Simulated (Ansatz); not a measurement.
Reactions of `O[Si]1(F)OC1Cl`.

Program: Ansatz. Geometries: PBE0-D4/def2-TZVP. ΔE: electronic, gas phase. CBS: MP2 limit from def2 TZ/QZ plus the TZ coupled-cluster correction, frozen cores. This one scheme is used for every species, atoms too. For atomizations the MP2-based limit and the directly extrapolated one differ by several kJ/mol either way, and by 10 to 25 for some Ge, Se and Sn compounds, so smaller differences from it don't rank the levels. DFT in def2-TZVPP. No spin–orbit coupling; open shells (•) take unrestricted orbitals. Spin–orbit coupling would lower the free atoms: a little for C, Cl, F, O, Si. Each species was taken in one conformer, which may not be the lowest.

```json
{"reaction": "`O[Si@]1(F)O[C@@H]1Cl` → C• + Cl• + F• + 2 H• + 2 O• + Si•", "CCSD(T)/CBS(def2) (kJ/mol)": "?"}
{"reaction": "`O[Si@]1(F)O[C@@H]1Cl` + H₂ → `O[Si]1(F)CO1` + HCl", "CCSD(T)/CBS(def2) (kJ/mol)": "-73"}
{"reaction": "`O[Si@]1(F)O[C@@H]1Cl` → `O[Si@]1(Cl)O[C@@H]1F`", "CCSD(T)/CBS(def2) (kJ/mol)": "59"}
{"reaction": "`O[Si@]1(F)O[C@@H]1Cl` + H₂ → `O[Si@@H]1O[C@@H]1Cl` + H–F", "CCSD(T)/CBS(def2) (kJ/mol)": "115"}
{"reaction": "`O[Si@]1(F)O[C@@H]1Cl` + H₂ → `F[Si@H]1O[C@@H]1Cl` + H₂O", "CCSD(T)/CBS(def2) (kJ/mol)": "91"}
```

(1) Fill in the missing values. (An estimate is asked.)

Largest T1 diagnostic: 0.013, for `F[Si@H]1O[C@@H]1Cl`.

Answers

(1) The calculation gave: `O[Si@]1(F)O[C@@H]1Cl` → C• + Cl• + F• + 2 H• + 2 O• + Si•: +3238.8 kJ/mol.
